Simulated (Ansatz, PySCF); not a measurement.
Si(H)3(nPr) (C₃H₁₀Si), SMILES CCC[SiH3]. Atoms are numbered in the order given.

```xyz
14

Si     1.7857     0.0044     0.0858
C      0.0184     0.1287    -0.5759
C     -1.0760    -0.1204     0.4726
C     -2.4913    -0.0114    -0.0955
H      2.7749     0.2605    -1.0034
H      2.0398    -1.3571     0.6469
H      2.0085     1.0045     1.1736
H     -0.0858    -0.5891    -1.4101
H     -0.1088     1.1304    -1.0256
H     -0.9368    -1.1210     0.9196
H     -0.9590     0.5968     1.3046
H     -2.6740     0.9914    -0.5162
H     -3.2543    -0.1948     0.6781
H     -2.6515    -0.7428    -0.9051
```

Coordinates come from a B3LYP-D3(BJ)/def2-SVP optimisation. One conformer was computed; it need not be the lowest.

Two levels are set side by side: PBE-D3(BJ)/def2-SVP (Ansatz, a quantum-chemistry and plane-wave program) and B3LYP-D3(BJ)/def2-SVP (Ansatz). Each level has its own optimised geometry; the coordinates shown are those of the second. Frequencies come from the Hessian of PySCF at each geometry. Differences are taken from unrounded values.

```
quantity                            B3LYP-D3(BJ)  PBE-D3(BJ)  PBE-D3(BJ) minus B3LYP-D3(BJ)
----------------------------------  ------------  ----------  -----------------------------
mean bond length (Å)                       1.320       1.328                          0.008
bond Si1–C2 (Å)                            1.891       1.897                          0.006
bond C2–C3 (Å)                             1.536       1.537                          0.001
bond C3–C4 (Å)                             1.529       1.531                          0.002
bond Si1–H5 (Å)                            1.494       1.506                          0.013
bond Si1–H6 (Å)                            1.494       1.507                          0.013
bond Si1–H7 (Å)                            1.494       1.507                          0.013
bond C2–H8 (Å)                             1.105       1.113                          0.008
bond C2–H9 (Å)                             1.105       1.113                          0.008
bond C3–H10 (Å)                            1.105       1.113                          0.008
bond C3–H11 (Å)                            1.105       1.113                          0.008
bond C4–H12 (Å)                            1.103       1.110                          0.007
bond C4–H13 (Å)                            1.102       1.109                          0.007
bond C4–H14 (Å)                            1.103       1.110                          0.007
highest harmonic wavenumber (cm⁻¹)          3105        3056                            -49
mean harmonic wavenumber (cm⁻¹)             1438        1400                            -38
zero-point energy (kcal/mol)               74.03       72.07                          -1.95
```

Exact exchange shortens and stiffens bonds; PBE has none. Differences between two approximate levels are no errors against the true value.
